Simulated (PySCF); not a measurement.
Ligand exchange on a metal centre used in film growth or etching (Mo Cl-F). Isolated molecules, 0 K electronic values unless said otherwise.

Computed with B3LYP-D3(BJ)/def2-TZVP // TPSS-D3(BJ)/def2-SVP run with PySCF. All candidates: neutral, multiplicity 1. B3LYP has the VWN-RPA correlation part, as in Gaussian. 

```json
{
 "HOMO": "-8.91 eV",
 "dipole_moment": "0.00 D",
 "LUMO": "-6.08 eV"
}
```

Problem. Say which member has these values.
(A) [Mo(Cl)6]
(B) [Mo(Cl)5(F)]
(C) [Mo(Cl)(F)5]
(D) [Mo(Cl)2(F)4]

Solution. A, [Mo(Cl)6]. The others give [Mo(Cl)5(F)]: -8.97 eV, 0.92 D, -6.24 eV; [Mo(Cl)(F)5]: -10.42 eV, 1.21 D, -6.23 eV; [Mo(Cl)2(F)4]: -9.78 eV, 1.57 D, -6.29 eV
